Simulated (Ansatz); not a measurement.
Job for Ansatz (a quantum-chemistry and plane-wave program): R-revPBE/def2-TZVPP on As2 (SMILES [As]#[As]).

Ansatz 0.2 input:
```yaml
crystal:
  periodic: [false, false, false]
  atoms:
    - {symbol: As, position_ang: [-1.05206766, 0.00000000, 0.00000000]}
    - {symbol: As, position_ang: [1.05206766, -0.00000000, -0.00000000]}
basis:
  gaussian:
    orbitals: def2-TZVPP
hamiltonian:
  xc: {name: revPBE}
scf: {lower_state_search: off}
```

The log:

```
WARN ansatz: RAYON_NUM_THREADS=4 ignored (pool sized by the plan → 4); use --threads N
Functional definition: revPBE
these checks for a lower state are left out or cut short: stability, starts, cluster_reference, orbital_swaps, neighbouring_geometries, increment
integrals: 0.03 GiB planned
746 factors; their error is unknown
mean field: 0.26 GiB planned
mean field evaluation 1: about -121672.6810 eV, gradient 2.0e1 eV
mean field evaluation 2: about -121672.7791 eV, gradient 1.7e1 eV
mean field evaluation 4: about -121673.3367 eV, gradient 4.5e-1 eV
mean field evaluation 8: about -121673.3288 eV, gradient 3.4e-3 eV
mean field -121673.32880028 eV, -4471.4123602660 hartree, gradient 1.5e-6 eV, S^2 0.000000; 0 other end points of the search recorded, 0 dependent functions left out
reference -121673.32882942 eV, -4471.4123613368 hartree; 33, 33 occupied and 63, 63 virtual orbitals, 746 factors
Total energy: -121673.32882942 eV, -4471.4123613368 hartree
Checks for a lower state left out: stability, starts, cluster_reference, orbital_swaps, neighbouring_geometries, increment
```

The run converged.

Cost: about 1.2 core-seconds (a rough figure).
